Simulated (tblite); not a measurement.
Run record: tight-binding relaxation, `OC[C@@H]1C[C@H]1[Se-]`.

Computed with GFN2-xTB geometry optimisation, gas phase (tblite 0.8.0). Start geometry: from a force field or distance geometry. A driver script takes a list of jobs; this job's settings line and coordinates (Å) are shown.

Command:
```bash
OMP_NUM_THREADS=1 python probes_run.py task.json out
```

Input:
```
{"job": {"kind": "relax", "xc": "GFN2-xTB", "basis": "xTB"}, "charge": -1, "multiplicity": 1}
O     -2.076700    -0.774100     0.920300
C     -1.356600     0.084900     0.076200
C      0.028400     0.362400     0.711500
C      1.080800     0.850000    -0.281400
C      1.136300    -0.576200     0.289600
Se     2.504700    -0.829800     1.640800
H     -1.699000    -1.676000     0.803100
H     -1.266500    -0.354300    -0.931300
H     -1.894800     1.037800    -0.005100
H      0.083900     0.805100     1.730500
H      1.815000     1.548500     0.161300
H      0.765700     0.896400    -1.336000
H      0.874400    -1.374400    -0.433000
```

Output:
```
step      E/eV     max force
  0    -532.71500    1.457
  1    -532.85806    1.081
  2    -532.95548    0.633
  3    -532.99803    0.587
  4    -533.02726    0.490
  5    -533.05372    0.404
  6    -533.07330    0.386
  7    -533.08445    0.249
  8    -533.09041    0.210
  9    -533.09528    0.196
... (26 lines left out)
 36    -533.15438    0.045
 37    -533.15459    0.034
 38    -533.15474    0.033
 39    -533.15486    0.030
 40    -533.15497    0.034
 41    -533.15507    0.031
 42    -533.15515    0.023
 43    -533.15519    0.018
 44    -533.15521    0.014
 45    -533.15523    0.009
```

«max force» is the largest atomic force in eV/Å.

Problem. From which step on does the largest force stay under 0.1 eV/Å, and how much energy is left to gain from there?

Solution. From step 26 (0.089 eV/Å), 5.5 meV above the end.

Summary of the converged run: energy lowered by 10.2 kcal/mol over 45 steps; largest atomic force 0.009 eV/Å at the end.

Problem. Give the final coordinates.

Solution. 0.190 Å rms from the input after alignment:
```
atom  x, y, z in Å
O1    -2.0740   -0.8875    0.8083
C2    -1.3815    0.0831    0.0446
C3    -0.0176    0.3766    0.6125
C4     1.1016    0.8495   -0.2685
C5     1.1180   -0.5397    0.2790
Se6    2.3738   -1.0837    1.6301
H7    -1.4028   -1.4839    1.1659
H8    -1.2809   -0.2696   -0.9955
H9    -2.0169    0.9777    0.0424
H10   -0.0398    0.7731    1.6216
H11    1.7920    1.5667    0.1494
H12    0.9050    0.9856   -1.3253
H13    0.9189   -1.3476   -0.4179
```

Time: 0.22 s wall. Hardware: one thread, Arm Neoverse V1 (aarch64), no GPU, shared host with 32 logical CPUs at a one-minute load of 12.
Labels such as C1 count atoms from 1, the log's own numbers from 0.
